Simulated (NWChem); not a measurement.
The numbers come from NWChem runs, not from measurements. System: CH$_{5}$AlO, charge 0, spin multiplicity 1, at a geometry optimised with PBE0/def2-SVP. The structure started from a generated list of species. Level: CR-EOMCCSD(T)/6-31+G* (spherical d), 7 core orbitals frozen.

Output (cleaned and shortened):

```
             Northwest Computational Chemistry Package (NWChem) 7.3.0
             --------------------------------------------------------

                                NWChem Input Module
                                -------------------

 Scaling coordinates for geometry "geometry" by  1.889725989
 (inverse scale =  0.529177249)

                             Geometry "geometry" -> ""
                             -------------------------

 Output coordinates in angstroms (scale by  1.889725989 to convert to a.u.)

  No.       Tag          Charge          X              Y              Z
 ---- ---------------- ---------- -------------- -------------- --------------
    1 Al                  13.0000    -0.49129100     0.90732200     0.64234700
    2 H                    1.0000    -0.42353200     1.16882700     2.19915800
    3 H                    1.0000    -1.25380400     1.83245100    -0.40021500
    4 O                    8.0000     0.32326700    -0.47494000     0.08864100
    5 C                    6.0000     0.58135500    -1.15313500    -1.09365900
    6 H                    1.0000     0.11851500    -0.67475000    -1.97829400
    7 H                    1.0000     1.66874400    -1.21396800    -1.27910000
    8 H                    1.0000     0.20259200    -2.18941400    -1.03923800

 Effective nuclear repulsion energy (a.u.)     100.9498043079

            Nuclear Dipole moment (a.u.)
            ----------------------------
        X                 Y               Z
 ---------------- ---------------- ----------------
    -0.0000037795     0.0000037795    -0.0000075589


 Summary of "ao basis" -> "" (spherical)
 ------------------------------------------------------------------------------
       Tag                 Description            Shells   Functions and Types
 ---------------- ------------------------------  ------  ---------------------
 *                          6-31+g*                   on all atoms

 Summary of "ao basis" -> "ao basis" (spherical)
 ------------------------------------------------------------------------------
       Tag                 Description            Shells   Functions and Types
 ---------------- ------------------------------  ------  ---------------------
 Al                         6-31+g*                 10       22   5s4p1d
 H                          6-31+g*                  2        2   2s
 O                          6-31+g*                  8       18   4s3p1d
 C                          6-31+g*                  8       18   4s3p1d

                                 NWChem SCF Module
                                 -----------------

  ao basis        = "ao basis"
  functions       =    68
  atoms           =     8
  closed shells   =    16
  open shells     =     0
  charge          =   0.00
  wavefunction    = RHF
  use symmetry    = F
  symmetry adapt  = F

 Summary of "ao basis" -> "ao basis" (spherical)
 ------------------------------------------------------------------------------
       Tag                 Description            Shells   Functions and Types
 ---------------- ------------------------------  ------  ---------------------
 Al                         6-31+g*                 10       22   5s4p1d
 H                          6-31+g*                  2        2   2s
 O                          6-31+g*                  8       18   4s3p1d
 C                          6-31+g*                  8       18   4s3p1d

 Forming initial guess at       0.0s

      Superposition of Atomic Density Guess
      -------------------------------------

 Sum of atomic energies:        -356.77024634

      Non-variational initial energy
      ------------------------------

 Total energy =    -357.792253
 1-e energy   =    -692.685137
 2-e energy   =     233.943080
 HOMO         =      -0.356435
 LUMO         =      -0.004633

 Starting SCF solution at       0.4s

 ----------------------------------------------
         Quadratically convergent ROHF

 Convergence threshold     :          1.000E-07
 Maximum no. of iterations :          100
 Final Fock-matrix accuracy:          1.000E-09
 ----------------------------------------------

              iter       energy          gnorm     gmax       time
[...]
   0.0011352136761   0.2484213318453    6.75989
   0.0055971481476   0.2636159264837    7.17336     0.8     0.8

 Iteration  12 using   36 trial vectors
   0.0010687742500   0.2125968450004    5.78506
   0.0007642115493   0.2484001071051    6.75931
   0.0662904639862   0.2627948904517    7.15102     0.8     0.8

 Iteration  13 using   39 trial vectors
   0.0005333004754   0.2125939404583    5.78498
   0.0005308429881   0.2483935827739    6.75914
   0.0307371807353   0.2554088378347    6.95003     0.9     0.9

 Iteration  14 using   42 trial vectors
   0.0002863133200   0.2125920468788    5.78493
   0.0003518775343   0.2483973965453    6.75924
   0.0183733071426   0.2547091679982    6.93099     0.9     0.9

 Iteration  15 using   45 trial vectors
   0.0001487778447   0.2125925160929    5.78494
   0.0002496671739   0.2483958279566    6.75920
   0.0105146179638   0.2544467006917    6.92385     0.9     0.9

 Iteration  16 using   48 trial vectors
   0.0000662159865   0.2125928734859    5.78495
   0.0001693337343   0.2483990544999    6.75929
   0.0053968150510   0.2543504745662    6.92123     0.9     0.9

 Iteration  17 using   51 trial vectors
   0.0000254165573   0.2125932381641    5.78496
   0.0000818209837   0.2483974135504    6.75924
   0.0023104910131   0.2543163357119    6.92030     0.9     0.9

 Iteration  18 using   54 trial vectors
   0.0000095664530   0.2125932411193    5.78496
   0.0000454803738   0.2483971899135    6.75923
   0.0010823437342   0.2542924036449    6.91965     0.9     0.9

 Iteration  19 using   56 trial vectors
   0.0000062141255   0.2125932169265    5.78496
   0.0000340158610   0.2483970298625    6.75923
   0.0009459411631   0.2542779882628    6.91926     0.7     0.7

 Iteration  20 using   58 trial vectors
   0.0000052092957   0.2125932087999    5.78496
   0.0000290702377   0.2483968847188    6.75923
   0.0010197097308   0.2542800747988    6.91932     0.7     0.7

 Iteration  21 using   60 trial vectors
   0.0000046892560   0.2125931923754    5.78496
   0.0000224675174   0.2483972475595    6.75924
   0.0009162737593   0.2542773680787    6.91924     0.7     0.7

 Iteration  22 using   62 trial vectors
   0.0000046666283   0.2125931983029    5.78496
   0.0000161103867   0.2483971804071    6.75923
   0.0007070914410   0.2542787871019    6.91928     0.7     0.7

 Iteration  23 using   64 trial vectors
   0.0000046036163   0.2125932019809    5.78496
   0.0000106031463   0.2483971872972    6.75923
   0.0004595675931   0.2542835185103    6.91941     0.7     0.7

 Iteration  24 using   66 trial vectors
   0.0000045798589   0.2125932031324    5.78496
   0.0000070530267   0.2483971485862    6.75923
   0.0003241462883   0.2542803377350    6.91932     0.7     0.7

 Iteration  25 using   67 trial vectors
   0.0000045982107   0.2125931977985    5.78496
   0.0000046527296   0.2483971183803    6.75923
   0.0002193511867   0.2542790803230    6.91929     0.5     0.5

 Iteration  26 using   68 trial vectors
   0.0000045475649   0.2125932047901    5.78496
   0.0000033606376   0.2483971508300    6.75923
   0.0001431191864   0.2542792487301    6.91929     0.5     0.5

 Iteration  27 using   69 trial vectors
   0.0000043111862   0.2125932147895    5.78496
   0.0000026452483   0.2483971434145    6.75923
   0.0000824539546   0.2542791702634    6.91929     0.5     0.5

 Iteration  28 using   70 trial vectors
   0.0000042007789   0.2125932100787    5.78496
   0.0000024448914   0.2483971447242    6.75923
   0.0000527778023   0.2542790433459    6.91929     0.5     0.5

 Iteration  29 using   71 trial vectors
   0.0000041813672   0.2125932091486    5.78496
   0.0000023964672   0.2483971448909    6.75923
   0.0000372258354   0.2542790730272    6.91929     0.5     0.5

 Iteration  30 using   72 trial vectors
   0.0000041670323   0.2125932102991    5.78496
   0.0000023986947   0.2483971428795    6.75923
   0.0000243604583   0.2542791695305    6.91929     0.5     0.5

 Iteration  31 using   73 trial vectors
   0.0000041734906   0.2125932104524    5.78496
   0.0000024304554   0.2483971451281    6.75923
   0.0000146213520   0.2542791261549    6.91929     0.5     0.5

 Iteration  32 using   74 trial vectors
   0.0000041596969   0.2125932093411    5.78496
   0.0000024324173   0.2483971455493    6.75923
   0.0000089922388   0.2542791065180    6.91929     0.4     0.4
 --------------------------------------------------------------
 Iterations converged
 ------------------

 Excited state root  1
 Excitation energy / hartree =        0.212593209341129
                   / eV      =        5.784958027551673
 largest EOMCCSD amplitudes: R1 and R2

 Singles contributions
    17a   (alpha) ---    16a   (alpha)        0.7892798118
    22a   (alpha) ---    16a   (alpha)        0.3643239375
    24a   (alpha) ---    16a   (alpha)       -0.2424546750

 Doubles contributions
 ------------------

 Excited state root  2
 Excitation energy / hartree =        0.248397145549296
                   / eV      =        6.759233117651252
 largest EOMCCSD amplitudes: R1 and R2

 Singles contributions
    17a   (alpha) ---    11a   (alpha)        0.1456274102
    17a   (alpha) ---    15a   (alpha)        0.8042760911
    22a   (alpha) ---    15a   (alpha)        0.2243855009
    24a   (alpha) ---    15a   (alpha)       -0.2577723236

 Doubles contributions
 ------------------

 Excited state root  3
 Excitation energy / hartree =        0.254279106517960
                   / eV      =        6.919289487414313
 largest EOMCCSD amplitudes: R1 and R2

 Singles contributions
    17a   (alpha) ---    12a   (alpha)       -0.1335378889
    17a   (alpha) ---    14a   (alpha)       -0.7879251009
    22a   (alpha) ---    14a   (alpha)       -0.3017121746
    24a   (alpha) ---    14a   (alpha)        0.2510934157

 Doubles contributions
======= CR-EOMCCSD(T) calculation ======
corresponding R0 value =     0.000131

CR-EOMCCSD(T) Intermediates cpu wall time             1.0            1.0
 cr_N i1_1 nr of boxes                     9
 cr_N i1_2 nr of boxes                    72
 creom_N i2_1 nr of boxes                     9
 creom_N i2_2 nr of boxes                    72
 creom_N i2_3 nr of boxes                     9
 creom_N i2_4 nr of boxes                    72

CR-EOMCCSD(T) triples loop cpu wall            32.8           32.8

 CR-EOMCCSD(T)  total energy / hartree       =      -357.752396877161004
 CR-EOMCCSD(T)  excitation energy (eV)       =      5.72074

======= CR-EOMCCSD(T) calculation ======
corresponding R0 value =    -0.062534

CR-EOMCCSD(T) Intermediates cpu wall time             1.0            1.0
 cr_N i1_1 nr of boxes                     9
 cr_N i1_2 nr of boxes                    72
 creom_N i2_1 nr of boxes                     9
 creom_N i2_2 nr of boxes                    72
 creom_N i2_3 nr of boxes                     9
 creom_N i2_4 nr of boxes                    72

CR-EOMCCSD(T) triples loop cpu wall            32.7           32.7

 CR-EOMCCSD(T)  total energy / hartree       =      -357.713859023303769
 CR-EOMCCSD(T)  excitation energy (eV)       =      6.76941

======= CR-EOMCCSD(T) calculation ======
corresponding R0 value =    -0.000253

CR-EOMCCSD(T) Intermediates cpu wall time             1.0            1.0
 cr_N i1_1 nr of boxes                     9
 cr_N i1_2 nr of boxes                    72
 creom_N i2_1 nr of boxes                     9
 creom_N i2_2 nr of boxes                    72
 creom_N i2_3 nr of boxes                     9
 creom_N i2_4 nr of boxes                    72

CR-EOMCCSD(T) triples loop cpu wall            32.6           32.6

 CR-EOMCCSD(T)  total energy / hartree       =      -357.709232913471567
 CR-EOMCCSD(T)  excitation energy (eV)       =      6.89529

 Task  times  cpu:      128.6s     wall:      128.6s

 Total times  cpu:      128.6s     wall:      128.6s
```

**Question.** Write an NWChem input that would produce this output.

**Answer.** Several could match; the one computed here: 
```
start mol
memory heap 100 mb stack 700 mb global 1900 mb
geometry units angstroms nocenter noautoz noautosym
  Al    -0.491291     0.907322     0.642347
  H     -0.423532     1.168827     2.199158
  H     -1.253804     1.832451    -0.400215
  O      0.323267    -0.474940     0.088641
  C      0.581355    -1.153135    -1.093659
  H      0.118515    -0.674750    -1.978294
  H      1.668744    -1.213968    -1.279100
  H      0.202592    -2.189414    -1.039238
end
basis spherical
  * library 6-31+g*
end
scf
  rhf
  nopen 0
  maxiter 100
  thresh 1e-7
  semidirect memsize 60000000 filesize 0
end
tce
  freeze core 7
  creomsd(t)
  nroots 3
  2eorb
  2emet 13
  thresh 1e-5
  maxiter 200
  tilesize 24
end
task tce energy
```
